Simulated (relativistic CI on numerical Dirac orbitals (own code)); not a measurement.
# Ag²⁵⁺: q coefficients and field-shift factors

Method of calculation: Dirac-Coulomb-Breit CI, orbitals from a KLI potential per configuration, derivatives by finite differences, unscaled Slater integrals, QED left out (own radial code, finite nucleus).

Configuration list (outside the closed core [Ne] 3s2): 3p6 3d4, 3p5 3d5, 3p6 3d3 4p, 3p6 3d2 4s 4p, 3p6 3d2 4s2, 3p6 3d 4s2 4p. Double excitations out of closed p, d and f shells are left out; levels of such configurations are missing from the list, as are those of other unlisted configurations, and high levels can miss mixing partners.

With x = (α/α₀)² − 1 an excitation energy changes as ω = ω₀ + qx; K = 2q/ω₀ is the relative enhancement. Terms are leading LS components, so labels can repeat. The field-shift factor is F = δν/δ⟨r²⟩ for the transition from the lowest level.

Lowest level 3p6 3d4 5D_0.

```csv
Level,ω₀ (cm⁻¹),q (cm⁻¹),K,F (GHz/fm²)
3p6 3d4 5D_1,25484,47230,3.71,0.301
3p6 3d4 5D_2,47009,73770,3.14,0.484
3p6 3d4 5D_3,63339,84880,2.68,0.573
3p6 3d4 5D_4,72774,74570,2.05,0.535
3p6 3d4 3P_0,109796,75380,1.37,0.596
3p6 3d4 3H_4,114603,71380,1.25,0.586
3p6 3d4 3G_3,139259,73320,1.05,0.636
3p6 3d4 3H_5,142501,90060,1.26,0.737
3p6 3d4 3F_2,144893,71440,0.986,0.635
3p6 3d4 3P_1,149402,97730,1.31,0.786
3p6 3d4 3H_6,152821,93640,1.23,0.777
3p6 3d4 3G_4,171710,106400,1.24,0.874
3p6 3d4 3P_2,181518,99960,1.1,0.854
```

At this charge energies of transitions that change n are usually good to better than 1 %, and those within a shell (Δn = 0) to a few per cent. Terms inside the open d or f shell come out 10 to 20 % too wide with unscaled integrals.
